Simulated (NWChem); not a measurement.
System meant: CH5BiO3; SMILES C[O][Bi]([OH])[OH]

The following NWChem deck was run.

```
start job
memory heap 200 mb stack 900 mb global 1100 mb
geometry units angstroms noautoz
  Bi    -0.057718     0.359184     0.198466
  O      1.868134    -0.049641    -0.489243
  H      1.816800    -0.191129    -1.445676
  O     -0.838352     0.513703    -1.735294
  H     -1.341581    -0.284825    -1.944913
  O     -0.665916    -1.615596     0.511477
  C     -0.000680    -2.695554    -0.079861
  H      1.061403    -2.477232    -0.300204
  H     -0.029132    -3.560271     0.606741
  H     -0.482388    -3.011073    -1.026747
end
basis spherical
  * library def2-svp
end
ecp
  Bi library def2-ecp
end
dft
  odft
  mult 2
  xc pbe0
  iterations 150
  mulliken
end
task dft energy
```

End of the output:

```
 Summary of "ao basis" -> "" (spherical)
 ------------------------------------------------------------------------------
       Tag                 Description            Shells   Functions and Types
 ---------------- ------------------------------  ------  ---------------------
 *                          def2-svp                  on all atoms

                                 NWChem DFT Module
                                 -----------------

 Summary of "ao basis" -> "ao basis" (spherical)
 ------------------------------------------------------------------------------
       Tag                 Description            Shells   Functions and Types
 ---------------- ------------------------------  ------  ---------------------
 Bi                         def2-svp                10       26   4s4p2d
 O                          def2-svp                 6       14   3s2p1d
 H                          def2-svp                 3        5   2s1p
 C                          def2-svp                 6       14   3s2p1d

 Summary of "ao basis" -> "ao basis" (spherical)
 ------------------------------------------------------------------------------
       Tag                 Description            Shells   Functions and Types
 ---------------- ------------------------------  ------  ---------------------
 Bi                         def2-svp                10       26   4s4p2d
 O                          def2-svp                 6       14   3s2p1d
 H                          def2-svp                 3        5   2s1p
 C                          def2-svp                 6       14   3s2p1d

  number of electrons :                   58
  multiplicity        :                    2
 ------------------------------------------------------------------------
  no. of electrons and multiplicity not compatible                  58
 ------------------------------------------------------------------------
 ------------------------------------------------------------------------
  current input line :
    28: task dft energy
 ------------------------------------------------------------------------
 ------------------------------------------------------------------------
 There is an error in the input file
 ------------------------------------------------------------------------
 For more information see the NWChem manual at https://nwchemgit.github.io

0: no. of electrons and multiplicity not compatible:Received an Error in Communication
```

**Question.** Find the fault in this run and fix the input.

**Answer.** The input was rejected before any calculation. Cause: the multiplicity doesn't fit the number of electrons (an even count wants an odd multiplicity, and the reverse). This input runs:
```
start job
memory heap 200 mb stack 900 mb global 1100 mb
geometry units angstroms noautoz
  Bi    -0.057718     0.359184     0.198466
  O      1.868134    -0.049641    -0.489243
  H      1.816800    -0.191129    -1.445676
  O     -0.838352     0.513703    -1.735294
  H     -1.341581    -0.284825    -1.944913
  O     -0.665916    -1.615596     0.511477
  C     -0.000680    -2.695554    -0.079861
  H      1.061403    -2.477232    -0.300204
  H     -0.029132    -3.560271     0.606741
  H     -0.482388    -3.011073    -1.026747
end
basis spherical
  * library def2-svp
end
ecp
  Bi library def2-ecp
end
dft
  xc pbe0
  iterations 150
  mulliken
end
task dft energy
```
It converges to -480.92837 Ha (PBE0/def2-SVP with def2 effective core potentials on Bi).
